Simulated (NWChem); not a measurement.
CH3FO2Si; SMILES O=C[Si@@H](O)F

```xyz
8

O     -0.1434    -1.9575     0.4914
C      0.6318    -1.2288    -0.1158
Si     0.0030     0.5834    -0.4260
O     -1.5583     0.4806     0.1186
F      0.9287     1.5705     0.4973
H      1.6480    -1.6215    -0.4271
H      0.0674     1.1135    -1.8184
H     -1.6543    -0.3713     0.6021
```
Atoms are numbered in this order, from 1.

Results from NWChem. Pople sets run with spherical d functions. All runs use the structure optimised with PBE-D3(BJ)/def2-SVP. B3LYP is NWChem's, with the RPA form of VWN correlation. Level: B3LYP/6-31G* with SMD (1 M gas to 1 M solution), gas-phase geometry. Reactions with the solvent are ignored.

```json
[
 {"solvent": "water", "dielectric constant": "78.4", "solvation free energy (kcal/mol)": "-3.9", "cavity-dispersion-structure term (kcal/mol)": "[?]", "dipole in solution (D)": "[?]"},
 {"solvent": "cyclohexane", "dielectric constant": "2.02", "solvation free energy (kcal/mol)": "-2.2", "cavity-dispersion-structure term (kcal/mol)": "0.0", "dipole in solution (D)": "2.25"},
 {"solvent": "1-octanol", "dielectric constant": "9.86", "solvation free energy (kcal/mol)": "-4.0", "cavity-dispersion-structure term (kcal/mol)": "3.0", "dipole in solution (D)": "2.55"},
 {"solvent": "cyclohexanone", "dielectric constant": "15.6", "solvation free energy (kcal/mol)": "-4.4", "cavity-dispersion-structure term (kcal/mol)": "-0.1", "dipole in solution (D)": "2.51"},
 {"solvent": "2-propanol", "dielectric constant": "19.3", "solvation free energy (kcal/mol)": "-5.0", "cavity-dispersion-structure term (kcal/mol)": "2.1", "dipole in solution (D)": "2.57"}
]
```

Question: Some entries are withheld; supply them.

Answer: 
- water, cavity-dispersion-structure term (kcal/mol): 4.3
- water, dipole in solution (D): 2.65
